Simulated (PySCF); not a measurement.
A structure optimised at B3LYP-D3(BJ)/def2-TZVP, used in a PySCF frequency run:

```
Be
N 1 1.4953
H 2 1.0077 1 125.02
H 2 1.0077 3 109.96 1 180.00
I 1 2.1884 3 158.30 2 180.00
```

Question: Write its SMILES, formula and point group.

Answer: [NH2][Be][I], BeH₂IN, C2v

Question: What are its rotational constants (standard atomic weights)?

Answer: 368.06, 2.2183, 2.2051 GHz
